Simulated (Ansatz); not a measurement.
`C=C[SiH](F)[GeH3]` + H–F → `F[SiH](F)[GeH3]` + `C=C` at 600 K and 1 bar (ligand exchange at the Si–C bond).

Isolated molecules relaxed with PBE0-D4/def2-TZVP in Ansatz; ΔE leaves out vibrations. CCSD(T)/CBS adds triple-zeta CCSD(T) − MP2 to the extrapolated MP2 energy (def2 sets, frozen cores). This one scheme is used for every species. For Ge outer-core shells are correlated without core-valence functions, which leaves a few kJ/mol of doubt a bond. Scalar relativity is left out up to krypton. One conformer a species, not always the lowest.

```
            species  CCSD(T)/CBS energy (Eh)  H − E (kJ/mol)  S (J/(mol·K))
`C=C[SiH](F)[GeH3]`              -2545.34095           276.9          493.8
                H–F               -100.39570            42.3          194.0
  `F[SiH](F)[GeH3]`              -2567.30741           155.9          427.0
              `C=C`                -78.48111           161.6          257.2
```

H − E and S are ideal-gas, rigid-rotor, harmonic terms from PBE0-D4/def2-TZVP, for one conformer and one mirror image of each species. 1 Eh = 2625.50 kJ/mol, R = 8.31446 J/(mol·K).

Q: By hand: ΔE, ΔH, ΔS and ΔG.

A: ΔE = (-2567.30741) + (-78.48111) − (-2545.34095) − (-100.39570) = -0.05187 Eh = -136.2 kJ/mol. Δ(H − E) = 155.9 + 161.6 − 276.9 − 42.3 = -1.7, so ΔH = -137.9 kJ/mol. ΔS = 427.0 + 257.2 − 493.8 − 194.0 = -3.6 J/(mol·K). ΔG = -137.9 − 600 × (-3.6)/1000 = -135.7 kJ/mol.

Q: By hand: the equilibrium constant, and the temperature at which ΔG would vanish if ΔH and ΔS stayed fixed.

A: log₁₀ K = −ΔG/(RT ln 10) = 11.8. ΔG = 0 at ΔH/ΔS = 38306 K, far beyond where these terms or the molecules hold.

The number of gas molecules stays the same, so ΔS is small and ΔH decides. A doubt of 5 kJ/mol in ΔE shifts log₁₀ K by 0.4 here. Other conformers and mirror images would add mixing entropy, several J/(mol·K) or more a flexible species. These are equilibria of isolated gas molecules and say nothing of rates. Largest T1 diagnostic: 0.012 (customary marks: 0.02 for closed shells, 0.045 for open ones).
